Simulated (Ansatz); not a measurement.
Computed with Ansatz on PBE0-D4/def2-TZVP structures; ΔE is electronic, products minus reactants. CBS: MP2 limit from def2 TZ/QZ plus the TZ coupled-cluster correction, frozen cores. This one scheme is used for every species, atoms too. DFT in def2-TZVPP. B3LYP here is the variant with VWN-RPA as its local correlation; programs differ in this. HSE06 is defined as in plane-wave codes. No spin–orbit coupling; open shells (•) take unrestricted orbitals. Spin–orbit coupling would lower the free atoms: clearly for Br, Ga. For Br, Ga outer-core shells are correlated without core-valence functions, so the limit isn't a true one: a few kJ/mol of doubt a bond, and 10 to 20 or more in all where bonds break to atoms. Scalar relativity is left out up to krypton. Each species was taken in one conformer, which may not be the lowest.

`[NH2][Ga]([Br])[Br]` → 2 Br• + Ga• + 2 H• + N•  (atomization)

| level | ΔE (eV) | difference from CCSD(T)/CBS |
| --- | --- | --- |
| LDA (SPW92) | 20.94 | 2.61 |
| revPBE-D4 | 17.75 | -0.58 |
| BLYP-D4 | 17.76 | -0.57 |
| r2SCAN-D4 | 18.20 | -0.13 |
| B97M-V | 17.98 | -0.35 |
| PBE0-D4 | 18.07 | -0.26 |
| B3LYP-D4 | 17.82 | -0.51 |
| r2SCAN0-D4 | 17.85 | -0.48 |
| HSE06-D4 | 18.09 | -0.24 |
| BHLYP-D4 | 17.38 | -0.95 |
| CAM-B3LYP-D4 | 17.94 | -0.39 |
| ωB97X-V | 18.19 | -0.14 |
| ωB97M-V | 17.97 | -0.36 |
| PBE-QIDH | 18.12 | -0.21 |
| PBE | 18.20 | -0.13 |
| revPBE | 17.36 | -0.97 |
| BLYP | 17.39 | -0.94 |
| r2SCAN | 18.16 | -0.17 |
| PBE0 | 17.92 | -0.41 |
| B3LYP | 17.53 | -0.80 |
| r2SCANh | 18.01 | -0.32 |
| r2SCAN0 | 17.80 | -0.53 |
| HSE06 | 17.94 | -0.39 |
| BHLYP | 17.09 | -1.24 |
| CAM-B3LYP | 17.78 | -0.55 |
| LC-ωPBE | 17.94 | -0.39 |
| HF/def2-SVP | 12.36 | -5.97 |
| MP2/def2-SVP | 17.25 | -1.08 |
| CCSD/def2-SVP | 16.49 | -1.84 |
| CCSD(T)/def2-SVP | 16.74 | -1.59 |
| HF/def2-TZVPP | 12.40 | -5.93 |
| MP2/def2-TZVPP | 18.28 | -0.05 |
| CCSD/def2-TZVPP | 17.33 | -1.00 |
| CCSD(T)/def2-TZVPP | 17.71 | -0.62 |
| HF/def2-QZVPP | 12.40 | -5.93 |
| MP2/def2-QZVPP | 18.63 | 0.30 |
| SCS-MP2/def2-QZVPP | 18.40 | 0.07 |
| HF/CBS(def2) | 12.40 | -5.93 |
| MP2/CBS(def2) | 18.90 | 0.57 |
| CCSD/CBS(def2) | 17.95 | -0.38 |
| CCSD(T)/CBS | 18.33 | 0 |

Largest T1 diagnostic among the species: 0.013.

From BLYP to BHLYP (50 % exact exchange), in def2-TZVPP and without D4, ΔE moves by −0.29 eV: exact exchange takes away binding that semilocal exchange gives to molecules. Leaving LDA and LC-ωPBE aside and taking each functional with its dispersion term where it has one, the values, not all of them listed here, spread over 1.00 eV, from BHLYP-D4 to PBE-D4. LDA lies +2.74 eV from PBE without D4, its usual overbinding. At CCSD(T), def2-SVP lies −1.59 eV from the extrapolated value and def2-TZVPP −0.62 eV: correlation converges slowly with the basis, and small sets miss more of it in the bonded molecule than in its fragments.

For atomizations the MP2-based limit and the directly extrapolated one differ by several kJ/mol either way, and by 10 to 25 for some Ge, Se and Sn compounds, so smaller differences from it don't rank the levels.
